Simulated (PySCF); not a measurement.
Compound: CH7ClP2Si.
Geometry (PBE0-D3(BJ)/def2-SVP, Å), atoms numbered from 1 in this order:
```xyz
12
CH7ClP2Si angstrom
P     -1.5703   -0.8727    0.9936
Si    -0.1349    0.0530   -0.4924
P      0.1587    2.2624   -0.1136
C      1.5566   -0.7796   -0.2779
Cl     2.1325   -0.5789    1.4049
H     -1.6749   -2.1071    0.2755
H     -2.7096   -0.3048    0.3417
H     -0.5499   -0.1295   -1.9203
H     -1.2437    2.5378   -0.0749
H      0.2643    2.0800    1.2988
H      2.3032   -0.3292   -0.9489
H      1.5097   -1.8575   -0.4933
```

Theory: PBE0-D3(BJ)/def2-SVP geometry optimisation, gas phase in PySCF 2.14.0.

Take the most abundant isotopes and a rigid rotor. The values belong to one conformer with, in the numbering `[PH2:1][SiH:2]([PH2:3])[CH2:4][Cl:5]`, H–P1–Si2–P3 169° and 76°, P1–Si2–P3–H -51° and 43°, P1–Si2–C4–Cl5 -58°.

Problem. What are A, B and C (GHz)?

Solution. Ia = 295.31, Ib = 348.63, Ic = 520.83 u·Å²; 505379 MHz·u·Å²/I gives 1711, 1450 and 970.3 MHz, that is A = 1.7113, B = 1.4496, C = 0.9703 GHz.

Problem. Classify the top.

Solution. An asymmetric top: κ = (2 × 1450 − 1711 − 970.3)/(1711 − 970.3) ≈ 0.29.

Problem. Is it planar, by Δ = Ic − Ia − Ib?

Solution. Not planar: Δ = Ic − Ia − Ib = -123.11 u·Å². For a rigid frame Δ = −2 Σ m c², so Σ m c² = 61.56 u·Å² lies off the ab plane: 13.53 from hydrogen and 48.03 from heavier atoms. The atom farthest from that plane is 2.12 Å away.

Problem. Which types of transition are allowed, and where do some lines up to J = 5 fall?

Solution. The dipole components are |μa| = 0.93 D, |μb| = 0.62 D, |μc| = 1.70 D. Intensities carry the squares of the components, which stand as 0.30 : 0.13 : 1.00 (a : b : c). Some lines, for components of 0.1 D or more:

```tsv
type	branch	J(Ka,Kc)	MHz	lower level (cm⁻¹)
b	Q	3(2,1) ← 3(1,2)	1473	0.539
b	Q	4(3,1) ← 4(2,2)	1662	0.944
b	Q	3(3,0) ← 3(2,1)	1700	0.588
b	Q	5(4,1) ← 5(3,2)	2161	1.450
b	Q	2(2,1) ← 2(1,2)	2223	0.235
c	Q	4(4,1) ← 4(3,1)	2507	1.000
a	Q	3(1,2) ← 3(1,3)	2730	0.448
b	Q	4(3,2) ← 4(2,3)	3285	0.866
b	Q	5(5,0) ← 5(4,1)	3559	1.522
a	Q	5(2,3) ← 5(2,4)	3807	1.248
a	R	2(0,2) ← 1(0,1)	4541	0.081
b	Q	5(1,4) ← 5(0,5)	5302	1.070
a	R	2(1,1) ← 1(1,0)	5319	0.105
a	R	3(1,3) ← 2(1,2)	6387	0.235
c	R	2(2,0) ← 1(1,0)	6403	0.105
b	R	3(1,3) ← 2(0,2)	6469	0.232
b	R	4(1,3) ← 3(2,2)	9313	0.551
a	R	5(0,5) ← 4(0,4)	10301	0.726
b	R	5(2,4) ← 4(1,3)	11569	0.862
b	R	4(3,2) ← 3(2,1)	11602	0.588
c	R	4(2,2) ← 3(1,2)	12150	0.539
c	R	4(3,1) ← 3(2,1)	12339	0.588
a	R	5(4,1) ← 4(4,0)	13093	1.085
b	R	4(4,0) ← 3(3,1)	13351	0.640
b	R	4(3,1) ← 3(2,2)	13446	0.551
c	R	5(3,3) ← 4(2,3)	15654	0.866
b	R	5(3,2) ← 4(2,3)	17520	0.866
```

No frequency check. Zero-point vibration and centrifugal distortion are left out. Quadrupole hyperfine structure (35Cl) is left out.
